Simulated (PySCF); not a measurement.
**Deuteron quadrupole couplings in `C=C(C=C(C)C)O[SiH3]`**

C6H12OSi.
Geometry (GFN2-xTB, Å), atoms numbered from 1 in this order:
```xyz
20
C6H12OSi angstrom
C      1.4841   -1.6317   -1.2693
C      0.7875   -0.7593   -0.5359
C     -0.5796   -0.4006   -0.8880
C     -1.4081    0.4453   -0.2656
C     -2.7896    0.6788   -0.7959
C     -1.0655    1.2246    0.9684
O      1.3039   -0.1633    0.5643
Si     2.7238   -0.2508    1.3396
H      1.0551   -2.0933   -2.1384
H      2.4940   -1.8966   -1.0136
H     -0.9338   -0.9085   -1.7750
H     -3.5294    0.3987   -0.0458
H     -2.9294    1.7371   -1.0166
H     -2.9751    0.1048   -1.6999
H     -0.7344    0.5624    1.7650
H     -1.9277    1.7897    1.3148
H     -0.2511    1.9185    0.7667
H      2.9900   -1.6099    1.8159
H      3.8294    0.1827    0.4831
H      2.4508    0.6821    2.4233
```

Level: PBE0/pcSseg-1 (PySCF, non-relativistic); Q(2H) = 0.00286 b; rigid geometry, the same for H and D, with no vibrational averaging.

Problem. Rank these positions by the coupling χzz of a deuteron there, largest first.
A. H11 (vinylic hydrogen)
B. H20 (Si–H hydrogen)
C. H10 (vinylic hydrogen)
D. H18 (Si–H hydrogen)
E. H14 (methyl hydrogen)

Solution. C (231 kHz), A (217 kHz), E (212 kHz), B (112 kHz), D (106 kHz).

Problem. What are Vzz, η and χzz (234.96 MHz × Q × Vzz) at all hydrogens?

Solution. 
```csv
atom,bonded to,bond length (Å),Vzz (au),η,χzz (kHz)
H9,C1,1.073,0.3469,0.09,233
H10,C1,1.075,0.3444,0.11,231
H11,C3,1.082,0.3236,0.11,217
H12,C5,1.090,0.3104,0.03,209
H13,C5,1.090,0.3105,0.03,209
H14,C5,1.087,0.3153,0.03,212
H15,C6,1.088,0.3148,0.03,212
H16,C6,1.088,0.3133,0.04,211
H17,C6,1.089,0.3138,0.03,211
H18,Si8,1.465,0.1583,0.03,106
H19,Si8,1.464,0.1586,0.03,107
H20,Si8,1.456,0.1662,0.02,112
```

Problem. Average by the element that carries the hydrogen.

Solution. on C: 216 kHz over 9 positions, mean bond length 1.085 Å; on Si: 108 kHz over 3 positions, mean bond length 1.461 Å.

Problem. How does χzz go with the bond length over the 9 C–H bonds?

Solution. A straight-line fit has a slope of -14.9 kHz for each 0.01 Å, with a correlation coefficient of -0.99, over lengths from 1.073 to 1.090 Å. The longer bonds have the smaller couplings here.

One conformer (not necessarily the lowest) at the GFN2-xTB geometry, without solvent, vibrations or thermal averaging. GFN2-xTB bond lengths can be off by several hundredths of an ångström, more for odd bonds, and the gradients follow them. With so small a basis the couplings can be 20 % off.

These values come from a run that also computed NMR shieldings. On one thread of an Intel Xeon at 2.70 GHz, shared host with 64 logical CPUs at a one-minute load of 53, this took 55 s and 0.84 GiB of memory at its peak.
